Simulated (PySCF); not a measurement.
These are PBE-D3(BJ)/def2-TZVP // PBE-D3(BJ)/def2-SVP (PySCF 2.14.0) values and carry that method's errors. All species are isolated molecules in the gas phase. 

Reference species: [Zn(CH3)(Br)] (neutral, multiplicity 1).

| Property | Value |
|---|---|
| LUMO | -1.44 eV |
| HOMO–LUMO gap | 5.45 eV |

Changed species: [Zn(Br)2] (2 of 2 CH3 replaced by Br; the reference has 1 of 2 CH3 replaced by Br).

Give the shifts of the LUMO and HOMO–LUMO gap.

the LUMO falls by 1.30 eV, to -2.74 eV; the HOMO–LUMO gap falls by 0.88 eV, to 4.57 eV.
